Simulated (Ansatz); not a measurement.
Computed with PBE0-D3(BJ)/def2-TZVP (Ansatz, a first-principles code). No frequencies were computed at this level.

Ansatz 0.2 input:
```yaml
crystal:
  periodic: [false, false, false]
  atoms:
    - { symbol: C, position_ang: [2.091045, -0.052385, 0.454278] }
    - { symbol: C, position_ang: [1.198675, -0.736696, -0.529138] }
    - { symbol: C, position_ang: [-0.046273, -0.419134, -0.848898] }
    - { symbol: C, position_ang: [-0.877657, 0.694199, -0.290429] }
    - { symbol: C, position_ang: [-2.010027, 0.141802, 0.576314] }
    - { symbol: H, position_ang: [2.949674, 0.378951, -0.061261] }
    - { symbol: H, position_ang: [1.579484, 0.736428, 0.996808] }
    - { symbol: H, position_ang: [2.470763, -0.778036, 1.173257] }
    - { symbol: H, position_ang: [1.65887, -1.583806, -1.023881] }
    - { symbol: H, position_ang: [-0.563639, -1.030263, -1.578581] }
    - { symbol: H, position_ang: [-0.270381, 1.380022, 0.299942] }
    - { symbol: H, position_ang: [-1.309527, 1.260615, -1.120512] }
    - { symbol: H, position_ang: [-2.637673, -0.53344, -0.001422] }
    - { symbol: H, position_ang: [-2.630665, 0.950718, 0.955684] }
    - { symbol: H, position_ang: [-1.602669, -0.408976, 1.421354] }
basis:
  gaussian: { orbitals: def2-tzvp }
hamiltonian:
  xc: pbe0
  dispersion: d3bj
relax:
  max_steps: 150
```

Output:

```
Functional definition: PBE0
1340 factors; their error is unknown
mean field evaluation 1: about -5331.4359 eV, gradient 7.0e1 eV
mean field evaluation 2: about -5327.7434 eV, gradient 7.8e1 eV
mean field evaluation 4: about -5343.0729 eV, gradient 3.9e0 eV
mean field evaluation 8: about -5343.1072 eV, gradient 5.9e-2 eV
mean field evaluation 16: about -5343.0830 eV, gradient 1.5e-4 eV
mean field -5343.08296454 eV, -196.3546772751 hartree, gradient 2.6e-5 eV, S^2 0.000000; 0 other end points of the search recorded, 0 dependent functions left out
reference -5343.08299884 eV, -196.3546785358 hartree; 20, 20 occupied and 195, 195 virtual orbitals, 1340 factors
relax step   1: F+E_penalty+E_count = -5343.33092841 eV  Δ(F+E_penalty+E_count) = +0.000e0 eV  max|allowed force component| = 3.688e-1 eV/Å  Δτ_max = 0.0000 Å  (28 SCF iters, accepted)
these checks for a lower state are left out or cut short: starts, cluster_reference, orbital_swaps, neighbouring_geometries, increment
1340 factors; their error is unknown
mean field -5343.09463882 eV, -196.3551062972 hartree, gradient 1.3e-5 eV, S^2 0.000000; 0 other end points of the search recorded, 0 dependent functions left out
reference -5343.09467327 eV, -196.3551075628 hartree; 20, 20 occupied and 195, 195 virtual orbitals, 1340 factors
relax step   2: F+E_penalty+E_count = -5343.34174235 eV  Δ(F+E_penalty+E_count) = -1.081e-2 eV  max|allowed force component| = 1.810e-1 eV/Å  Δτ_max = 0.0289 Å  (31 SCF iters, accepted)
these checks for a lower state are left out or cut short: starts, cluster_reference, orbital_swaps, neighbouring_geometries, increment
1340 factors; their error is unknown
mean field evaluation 32: about -5343.0973 eV, gradient 1.3e-5 eV
mean field -5343.09734144 eV, -196.3552056163 hartree, gradient 1.3e-5 eV, S^2 0.000000; 0 other end points of the search recorded, 0 dependent functions left out
reference -5343.09737596 eV, -196.3552068852 hartree; 20, 20 occupied and 195, 195 virtual orbitals, 1340 factors
relax step   3: F+E_penalty+E_count = -5343.34406607 eV  Δ(F+E_penalty+E_count) = -2.324e-3 eV  max|allowed force component| = 4.648e-2 eV/Å  Δτ_max = 0.0315 Å  (31 SCF iters, accepted)
these checks for a lower state are left out or cut short: starts, cluster_reference, orbital_swaps, neighbouring_geometries, increment
1340 factors; their error is unknown
mean field -5343.09800465 eV, -196.3552299889 hartree, gradient 1.3e-5 eV, S^2 0.000000; 0 other end points of the search recorded, 0 dependent functions left out
reference -5343.09803918 eV, -196.3552312580 hartree; 20, 20 occupied and 195, 195 virtual orbitals, 1340 factors
relax step   4: F+E_penalty+E_count = -5343.34471363 eV  Δ(F+E_penalty+E_count) = -6.476e-4 eV  max|allowed force component| = 2.033e-2 eV/Å  Δτ_max = 0.0110 Å  (32 SCF iters, accepted)
these checks for a lower state are left out or cut short: starts, cluster_reference, orbital_swaps, neighbouring_geometries, increment
1340 factors; their error is unknown
mean field -5343.09842055 eV, -196.3552452731 hartree, gradient 1.3e-5 eV, S^2 0.000000; 0 other end points of the search recorded, 0 dependent functions left out
reference -5343.09845511 eV, -196.3552465430 hartree; 20, 20 occupied and 195, 195 virtual orbitals, 1340 factors
relax step   5: F+E_penalty+E_count = -5343.34503091 eV  Δ(F+E_penalty+E_count) = -3.173e-4 eV  max|allowed force component| = 2.167e-2 eV/Å  Δτ_max = 0.0140 Å  (31 SCF iters, accepted)
these checks for a lower state are left out or cut short: starts, cluster_reference, orbital_swaps, neighbouring_geometries, increment
1340 factors; their error is unknown
mean field -5343.09916364 eV, -196.3552725809 hartree, gradient 1.3e-5 eV, S^2 0.000000; 0 other end points of the search recorded, 0 dependent functions left out
reference -5343.09919825 eV, -196.3552738530 hartree; 20, 20 occupied and 195, 195 virtual orbitals, 1340 factors
relax step   6: F+E_penalty+E_count = -5343.34546127 eV  Δ(F+E_penalty+E_count) = -4.304e-4 eV  max|allowed force component| = 3.268e-2 eV/Å  Δτ_max = 0.0311 Å  (31 SCF iters, accepted)
these checks for a lower state are left out or cut short: starts, cluster_reference, orbital_swaps, neighbouring_geometries, increment
1340 factors; their error is unknown
mean field -5343.10003742 eV, -196.3553046920 hartree, gradient 1.3e-5 eV, S^2 0.000000; 0 other end points of the search recorded, 0 dependent functions left out
reference -5343.10007211 eV, -196.3553059667 hartree; 20, 20 occupied and 195, 195 virtual orbitals, 1340 factors
relax step   7: F+E_penalty+E_count = -5343.34586763 eV  Δ(F+E_penalty+E_count) = -4.064e-4 eV  max|allowed force component| = 3.580e-2 eV/Å  Δτ_max = 0.0443 Å  (30 SCF iters, accepted)
these checks for a lower state are left out or cut short: starts, cluster_reference, orbital_swaps, neighbouring_geometries, increment
1340 factors; their error is unknown
mean field evaluation 64: about -5343.1004 eV, gradient 3.7e-4 eV
mean field -5343.10043051 eV, -196.3553191377 hartree, gradient 1.3e-5 eV, S^2 0.000000; 0 other end points of the search recorded, 0 dependent functions left out
reference -5343.10046523 eV, -196.3553204135 hartree; 20, 20 occupied and 195, 195 virtual orbitals, 1340 factors
relax step   8: F+E_penalty+E_count = -5343.34600585 eV  Δ(F+E_penalty+E_count) = -1.382e-4 eV  max|allowed force component| = 1.808e-2 eV/Å  Δτ_max = 0.0292 Å  (30 SCF iters, accepted)
these checks for a lower state are left out or cut short: starts, cluster_reference, orbital_swaps, neighbouring_geometries, increment
1340 factors; their error is unknown
mean field -5343.10058508 eV, -196.3553248181 hartree, gradient 1.3e-5 eV, S^2 0.000000; 0 other end points of the search recorded, 0 dependent functions left out
reference -5343.10061981 eV, -196.3553260942 hartree; 20, 20 occupied and 195, 195 virtual orbitals, 1340 factors
relax step   9: F+E_penalty+E_count = -5343.34611823 eV  Δ(F+E_penalty+E_count) = -1.124e-4 eV  max|allowed force component| = 1.169e-2 eV/Å  Δτ_max = 0.0130 Å  (31 SCF iters, accepted)
these checks for a lower state are left out or cut short: starts, cluster_reference, orbital_swaps, neighbouring_geometries, increment
1340 factors; their error is unknown
mean field -5343.10057560 eV, -196.3553244697 hartree, gradient 1.3e-5 eV, S^2 0.000000; 0 other end points of the search recorded, 0 dependent functions left out
reference -5343.10061032 eV, -196.3553257455 hartree; 20, 20 occupied and 195, 195 virtual orbitals, 1340 factors
relax step  10: F+E_penalty+E_count = -5343.34616488 eV  Δ(F+E_penalty+E_count) = -4.666e-5 eV  max|allowed force component| = 3.591e-3 eV/Å  Δτ_max = 0.0073 Å  (32 SCF iters, accepted)
1340 factors; their error is unknown
mean field evaluation 96: about -5343.1248 eV, gradient 5.6e-2 eV
mean field -5343.10057560 eV, -196.3553244697 hartree, gradient 1.3e-5 eV, S^2 0.000000; 1 other end points of the search recorded, 0 dependent functions left out
reference -5343.10061032 eV, -196.3553257455 hartree; 20, 20 occupied and 195, 195 virtual orbitals, 1340 factors
Total energy: -5343.34619960 eV, -196.3643509851 hartree
Atom 0 at     2.142050    -0.027392     0.406628 Å, force    -0.001213     0.000368    -0.002208 eV/Å
Atom 1 at     1.221039    -0.737216    -0.527124 Å, force     0.003591     0.000985     0.001160 eV/Å
Atom 2 at    -0.047008    -0.440280    -0.798099 Å, force    -0.002512     0.000608     0.000046 eV/Å
Atom 3 at    -0.871149     0.665609    -0.225837 Å, force    -0.003552     0.000115     0.003234 eV/Å
Atom 4 at    -2.077530     0.141608     0.546710 Å, force     0.003149    -0.002465    -0.002518 eV/Å
Atom 5 at     3.020787     0.348987    -0.126940 Å, force    -0.001214     0.000321     0.000995 eV/Å
Atom 6 at     1.669140     0.816256     0.909223 Å, force     0.000606    -0.002451    -0.000414 eV/Å
Atom 7 at     2.514628    -0.711452     1.175763 Å, force     0.000538     0.000835    -0.001904 eV/Å
Atom 8 at     1.652201    -1.594979    -1.039037 Å, force    -0.002384    -0.000418     0.002073 eV/Å
Atom 9 at    -0.569894    -1.080958    -1.506689 Å, force     0.002626     0.001421     0.000420 eV/Å
Atom 10 at    -0.268586     1.306216     0.421837 Å, force    -0.000828    -0.001420    -0.001579 eV/Å
Atom 11 at    -1.224818     1.303708    -1.044937 Å, force     0.001523    -0.001766     0.001126 eV/Å
Atom 12 at    -2.703724    -0.492289    -0.086853 Å, force     0.001200     0.002255     0.001874 eV/Å
Atom 13 at    -2.697618     0.961348     0.916887 Å, force     0.000201    -0.000486     0.000141 eV/Å
Atom 14 at    -1.759518    -0.459167     1.401984 Å, force    -0.001731     0.002100    -0.002447 eV/Å
Dipole moment:     0.011320     0.040808     0.035937 e Å
```

Cost: about 90 core-seconds (a rough figure).
